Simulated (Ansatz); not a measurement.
The first iterations of a band of CH$_{8}$AlNOSiSn (14 atoms, charge 0, multiplicity 1).

Level of theory: RHF/def2-SVP in Ansatz 0.2.0.

```
movable images  : 1
climbing image  : yes
spring          : 5.0 eV/Å²
optimiser       : quadratic models (default)
start path      : through a guess of the saddle point
force threshold : 0.05 eV/Å
iteration limit : 60
end points      : relaxed
```

First end point:

```xyz
14
Properties=species:S:1:pos:R:3
N 0.021 -0.989 -1.235
C 0.716 -1.948 -0.745
O 0.783 -2.215 0.495
Si -0.117 -1.256 1.720
Al -1.060 0.229 -0.055
Sn -0.015 2.727 -0.249
H 0.077 -0.913 -2.234
H 1.300 -2.601 -1.391
H -0.895 -2.302 2.425
H 0.964 -0.841 2.645
H -2.592 0.031 -0.432
H 1.384 2.772 -1.263
H -1.088 3.900 -0.910
H 0.508 3.378 1.258
```

Last end point:

```xyz
14
Properties=species:S:1:pos:R:3
N 0.222 -1.014 -1.192
C 0.852 -1.950 -0.584
O 0.741 -2.188 0.659
Si -0.348 -1.225 1.716
Al -1.037 0.209 -0.212
Sn -0.016 2.717 -0.315
H 0.418 -0.962 -2.175
H 1.534 -2.606 -1.121
H -1.208 -2.273 2.315
H 0.574 -0.776 2.786
H -2.495 -0.015 -0.805
H 0.162 3.311 -1.926
H -0.973 3.893 0.502
H 1.559 2.848 0.380
```

| iteration | highest image above the first end (eV) | largest band force component (eV/Å) |
| --- | --- | --- |
| 1 | 1.756 | 2.892 |
| 2 | 1.451 | 2.128 |
| 3 | 1.261 | 1.976 |
| 4 | 0.888 | 1.298 |
| 5 | 0.522 | 1.083 |

Task: Does the band converge within its limit, and where does its top end?

Result: It converged. It ended after 17 iterations with the highest image 0.000 eV above the first end. The highest image is an end point: on this band no image between the ends rises above it. So few images can step over the top or miss a turn of the path.

Time of the run: 71 s on 2 threads of Arm Neoverse V1, on a shared host, peak memory 0.44 GiB.
